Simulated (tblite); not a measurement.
Record of a relaxation.

Species: C₆H₈GeO₂.
Numbering: `[CH2:1]=[CH:2][c:3]1[o:4][cH:5][cH:6][c:7]1[O:8][GeH3:9]` (hydrogens: H10, H11 on C1; H12 on C2; H13 on C5; H14 on C6; H15, H16, H17 on Ge9)

Computed with GFN2-xTB (tblite), gas phase: L-BFGS steps from a force-field or distance-geometry start until the largest atomic force falls under 0.01 eV/Å. 7 of its 125 geometries are shown.

Step 0: E = -733.3897 eV, largest atomic force 3.082 eV/Å
```
atom  x, y, z in Å  |  force x, y, z in eV/Å
C1     -3.063   -1.179   -0.737   -1.083   0.037  -0.208
C2     -1.779   -1.113   -0.475    0.780   0.277   0.280
C3     -1.049    0.114   -0.205    1.334  -1.395   0.017
O4     -1.492    1.358   -0.196   -2.955   0.758  -0.435
C5     -0.550    2.215    0.090    2.094   0.264   0.352
C6      0.640    1.525    0.263   -0.288   1.422   0.126
C7      0.302    0.198    0.073    1.783  -2.172   0.254
O8      1.191   -0.884    0.165   -0.440   0.933  -0.176
Ge9     2.933   -0.753    0.531    0.372  -0.174   0.206
H10    -3.524   -2.143   -0.909   -0.148   0.385  -0.015
H11    -3.649   -0.270   -0.774   -0.154  -0.304  -0.067
H12    -1.224   -2.047   -0.433    0.307   0.490   0.072
H13    -0.696    3.286    0.159   -0.402  -0.482  -0.136
H14     1.613    1.932    0.496   -0.288  -0.102  -0.024
H15     3.139   -0.982    2.043   -0.178   0.064  -0.469
H16     3.657   -1.849   -0.268   -0.489   0.296   0.222
H17     3.546    0.605    0.167   -0.244  -0.296   0.001
```

Step 21: E = -733.7731 eV, largest atomic force 0.110 eV/Å
```
atom  x, y, z in Å  |  force x, y, z in eV/Å
C1     -3.019   -1.132   -0.723    0.011  -0.034  -0.010
C2     -1.713   -1.135   -0.464   -0.053   0.037   0.000
C3     -0.951    0.056   -0.201    0.008   0.001  -0.032
O4     -1.538    1.282   -0.189    0.032   0.024   0.040
C5     -0.591    2.180    0.100    0.020   0.048   0.003
C6      0.620    1.586    0.278    0.005  -0.071   0.000
C7      0.395    0.203    0.075   -0.007  -0.063  -0.011
O8      1.284   -0.812    0.078    0.045  -0.009   0.016
Ge9     2.978   -0.781    0.540   -0.009   0.032  -0.024
H10    -3.557   -2.045   -0.910   -0.010   0.004   0.000
H11    -3.581   -0.213   -0.756    0.045  -0.064   0.005
H12    -1.137   -2.051   -0.427   -0.045   0.092  -0.016
H13    -0.875    3.211    0.139   -0.088   0.063   0.022
H14     1.555    2.049    0.532   -0.042   0.008  -0.028
H15     3.070   -0.953    2.025    0.001   0.003   0.054
H16     3.462   -1.956   -0.229    0.031  -0.037   0.011
H17     3.592    0.523    0.121    0.055  -0.034  -0.031
```

Step 41: E = -733.7909 eV, largest atomic force 0.080 eV/Å
```
atom  x, y, z in Å  |  force x, y, z in eV/Å
C1     -3.015   -1.145   -0.732    0.026  -0.002  -0.002
C2     -1.708   -1.122   -0.489    0.034   0.001   0.004
C3     -0.949    0.067   -0.207    0.017   0.030  -0.022
O4     -1.563    1.278   -0.134    0.022   0.024   0.032
C5     -0.630    2.191    0.152    0.018   0.012   0.012
C6      0.600    1.618    0.270   -0.001  -0.003  -0.004
C7      0.404    0.234    0.033    0.006   0.026   0.000
O8      1.325   -0.754   -0.008   -0.020   0.014   0.015
Ge9     2.995   -0.800    0.536   -0.042  -0.027   0.019
H10    -3.533   -2.067   -0.927   -0.010   0.004  -0.010
H11    -3.599   -0.240   -0.744    0.003  -0.004   0.016
H12    -1.122   -2.029   -0.486    0.031  -0.019   0.001
H13    -0.945    3.211    0.250   -0.027  -0.020  -0.007
H14     1.526    2.114    0.495    0.002  -0.080  -0.008
H15     3.042   -0.825    2.039   -0.041   0.028   0.003
H16     3.392   -2.095   -0.078    0.001   0.002  -0.004
H17     3.772    0.377    0.020   -0.020   0.015  -0.043
```

Step 62: E = -733.8032 eV, largest atomic force 0.050 eV/Å
```
atom  x, y, z in Å  |  force x, y, z in eV/Å
C1     -2.996   -1.171   -0.738   -0.010  -0.001   0.010
C2     -1.686   -1.107   -0.521    0.042   0.028   0.000
C3     -0.951    0.089   -0.213   -0.005   0.017   0.021
O4     -1.557    1.298   -0.076   -0.016   0.006  -0.016
C5     -0.611    2.198    0.215    0.011  -0.011  -0.005
C6      0.619    1.616    0.275   -0.013   0.012   0.020
C7      0.406    0.244   -0.001    0.016  -0.005  -0.019
O8      1.308   -0.758   -0.080    0.000  -0.020  -0.004
Ge9     2.954   -0.801    0.526   -0.005   0.002   0.018
H10    -3.482   -2.102   -0.961   -0.018  -0.014  -0.007
H11    -3.615   -0.292   -0.696   -0.005   0.025   0.004
H12    -1.062   -1.990   -0.566   -0.010  -0.012  -0.009
H13    -0.925    3.214    0.358   -0.001  -0.037  -0.008
H14     1.561    2.086    0.485   -0.011  -0.022   0.006
H15     2.926   -0.614    2.017    0.015   0.009   0.000
H16     3.330   -2.173    0.092   -0.007   0.001   0.006
H17     3.772    0.275   -0.125    0.018   0.020  -0.015
```

Step 83: E = -733.8092 eV, largest atomic force 0.024 eV/Å
```
atom  x, y, z in Å  |  force x, y, z in eV/Å
C1     -3.021   -1.146   -0.736    0.007   0.008  -0.021
C2     -1.700   -1.112   -0.582    0.002   0.003   0.004
C3     -0.944    0.066   -0.252   -0.010   0.002   0.019
O4     -1.541    1.279   -0.113   -0.006   0.005   0.005
C5     -0.597    2.163    0.227    0.000  -0.006   0.009
C6      0.623    1.565    0.321    0.000  -0.005  -0.010
C7      0.407    0.201    0.008   -0.006  -0.002  -0.003
O8      1.307   -0.805   -0.042    0.002   0.005   0.007
Ge9     2.970   -0.760    0.528    0.009   0.003  -0.011
H10    -3.539   -2.059   -0.972    0.008   0.008  -0.006
H11    -3.618   -0.256   -0.631    0.001  -0.005   0.006
H12    -1.096   -2.002   -0.687   -0.002   0.002   0.007
H13    -0.906    3.178    0.380    0.000  -0.008  -0.010
H14     1.564    2.015    0.576   -0.006  -0.001  -0.001
H15     2.974   -0.413    1.989    0.009  -0.005   0.002
H16     3.360   -2.162    0.228    0.000   0.000   0.010
H17     3.752    0.260   -0.252   -0.008  -0.004  -0.006
```

Step 103: E = -733.8112 eV, largest atomic force 0.033 eV/Å
```
atom  x, y, z in Å  |  force x, y, z in eV/Å
C1     -3.023   -1.134   -0.766    0.014   0.001   0.000
C2     -1.706   -1.116   -0.579   -0.020  -0.007  -0.018
C3     -0.950    0.053   -0.221    0.001  -0.004   0.002
O4     -1.547    1.267   -0.094    0.009   0.013   0.009
C5     -0.602    2.153    0.240    0.001   0.003   0.016
C6      0.617    1.556    0.341    0.014  -0.013  -0.017
C7      0.401    0.188    0.041   -0.012  -0.010   0.020
O8      1.298   -0.821    0.015    0.001   0.003  -0.004
Ge9     2.982   -0.752    0.520   -0.025   0.021   0.003
H10    -3.543   -2.034   -1.043    0.007  -0.001   0.015
H11    -3.615   -0.242   -0.647    0.002  -0.002  -0.016
H12    -1.106   -2.008   -0.690    0.004  -0.005   0.006
H13    -0.910    3.169    0.387   -0.007   0.014  -0.014
H14     1.560    2.008    0.584   -0.002   0.000   0.019
H15     3.050   -0.323    1.958    0.000  -0.002   0.002
H16     3.357   -2.171    0.293    0.003  -0.015  -0.007
H17     3.728    0.219   -0.349    0.011   0.004  -0.015
```

Step 124: E = -733.8139 eV, largest atomic force 0.008 eV/Å
```
atom  x, y, z in Å  |  force x, y, z in eV/Å
C1     -3.014   -1.127   -0.822   -0.001  -0.001   0.002
C2     -1.712   -1.118   -0.550    0.006   0.002  -0.003
C3     -0.959    0.052   -0.190   -0.004   0.002   0.003
O4     -1.546    1.274   -0.096   -0.002   0.001   0.000
C5     -0.602    2.154    0.253    0.000   0.001  -0.001
C6      0.608    1.546    0.394   -0.001   0.004   0.000
C7      0.385    0.177    0.107    0.000   0.001  -0.002
O8      1.274   -0.840    0.109   -0.002   0.004   0.001
Ge9     2.988   -0.746    0.487    0.000  -0.003   0.003
H10    -3.529   -2.034   -1.086   -0.002  -0.003  -0.001
H11    -3.598   -0.224   -0.785    0.001   0.002   0.000
H12    -1.120   -2.022   -0.585   -0.001  -0.002   0.000
H13    -0.904    3.176    0.371    0.006  -0.005   0.001
H14     1.547    1.992    0.665   -0.004  -0.002   0.000
H15     3.161   -0.256    1.897    0.002  -0.001  -0.004
H16     3.349   -2.176    0.299    0.002   0.005   0.000
H17     3.663    0.185   -0.480    0.000  -0.005   0.002
```

**Question.** Summarise the path.

**Answer.** The energy falls by 9.78 kcal/mol from step 0 to step 124; nine tenths of that is first reached at step 21. It falls at every step. The largest force goes from 3.082 to 0.008 eV/Å. Among the bonds C7–O8 changes most, from 1.403 to 1.350 Å; the atoms move by 0.346 Å rms after alignment.

**Question.** Follow the three bonds and two angles with the largest change from start to end.

**Answer.** 
```
step  E above end (kcal/mol)  largest force (eV/Å)  C7–O8 (Å)  Ge9–H16 (Å)  Ge9–H15 (Å)  O8–Ge9–H16 (°)  C2–C3–O4 (°)
   0                    9.78                 3.082      1.403        1.538        1.544           107.5         128.9
   5                    2.32                 0.295      1.359        1.476        1.482           104.6         123.0
  11                    1.57                 0.155      1.354        1.491        1.505           101.4         122.1
  16                    1.16                 0.150      1.350        1.488        1.503            99.4         121.4
  22                    0.90                 0.095      1.351        1.486        1.499            99.4         121.3
  27                    0.80                 0.085      1.350        1.489        1.502            99.7         121.1
  32                    0.69                 0.081      1.351        1.489        1.502            99.8         120.6
  38                    0.59                 0.102      1.351        1.487        1.502            98.9         120.4
  43                    0.49                 0.087      1.350        1.489        1.505            98.5         120.8
  49                    0.34                 0.059      1.351        1.488        1.504            97.9         121.9
  54                    0.28                 0.031      1.350        1.486        1.502            98.2         122.2
  59                    0.26                 0.025      1.350        1.487        1.502            98.8         122.2
  65                    0.23                 0.034      1.351        1.488        1.502            99.6         122.2
  70                    0.18                 0.065      1.351        1.488        1.504            99.7         121.9
  75                    0.13                 0.047      1.351        1.486        1.501            99.2         121.7
  81                    0.11                 0.023      1.350        1.487        1.502            99.2         121.6
  86                    0.10                 0.023      1.351        1.487        1.503            99.1         121.5
  92                    0.08                 0.032      1.351        1.487        1.501            99.2         121.3
  97                    0.08                 0.012      1.351        1.487        1.502            99.3         121.4
 102                    0.07                 0.032      1.351        1.486        1.501            99.2         121.3
 108                    0.05                 0.048      1.351        1.487        1.501            99.2         121.4
 113                    0.02                 0.029      1.350        1.486        1.504            99.0         121.5
 119                    0.00                 0.024      1.350        1.486        1.501            98.9         121.5
 124                    0.00                 0.008      1.350        1.487        1.503            99.1         121.5
```

What follows is the cost of the whole relaxation. On one thread, Intel Xeon at 2.70 GHz (x86_64), no GPU, on a shared host, this took 2.4 s wall.
